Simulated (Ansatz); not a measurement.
`C[O][Mg][F]` + HBr → `C[O][Mg][Br]` + H–F at 400 K and 1 bar (ligand exchange at a Mg–F bond).

Program: Ansatz. Geometries: PBE0-D4/def2-TZVP. ΔE: electronic, gas phase. CCSD(T)/CBS adds triple-zeta CCSD(T) − MP2 to the extrapolated MP2 energy (def2 sets, frozen cores). This one scheme is used for every species. For Br, Mg outer-core shells are correlated without core-valence functions, which leaves a few kJ/mol of doubt a bond. Scalar relativity is left out up to krypton. Each species was taken in one conformer, which may not be the lowest.

```tsv
species	CCSD(T)/CBS energy (Eh)	H − E (kJ/mol)	S (J/(mol·K))
`C[O][Mg][F]`	-414.81589	139.9	334.7
HBr	-2573.91920	27.6	207.2
`C[O][Mg][Br]`	-2888.35255	138.7	359.0
H–F	-100.39570	36.5	182.2
```

H − E and S are ideal-gas, rigid-rotor, harmonic terms from PBE0-D4/def2-TZVP, for one conformer and one mirror image of each species. 1 Eh = 2625.50 kJ/mol, R = 8.31446 J/(mol·K).

Q: By hand: ΔE, ΔH, ΔS and ΔG.

A: ΔE = (-2888.35255) + (-100.39570) − (-414.81589) − (-2573.91920) = -0.01316 Eh = -34.6 kJ/mol. Δ(H − E) = 138.7 + 36.5 − 139.9 − 27.6 = 7.7, so ΔH = -26.9 kJ/mol. ΔS = 359.0 + 182.2 − 334.7 − 207.2 = -0.7 J/(mol·K). ΔG = -26.9 − 400 × (-0.7)/1000 = -26.6 kJ/mol.

Q: By hand: the equilibrium constant, and the temperature at which ΔG would vanish if ΔH and ΔS stayed fixed.

A: log₁₀ K = −ΔG/(RT ln 10) = 3.5. ΔG = 0 at ΔH/ΔS = 38429 K, far beyond where these terms or the molecules hold.

The number of gas molecules stays the same, so ΔS is small and ΔH decides. A doubt of 5 kJ/mol in ΔE shifts log₁₀ K by 0.7 here. Other conformers and mirror images would add mixing entropy, several J/(mol·K) or more a flexible species. These are equilibria of isolated gas molecules and say nothing of rates. Largest T1 diagnostic: 0.012 (customary marks: 0.02 for closed shells, 0.045 for open ones).
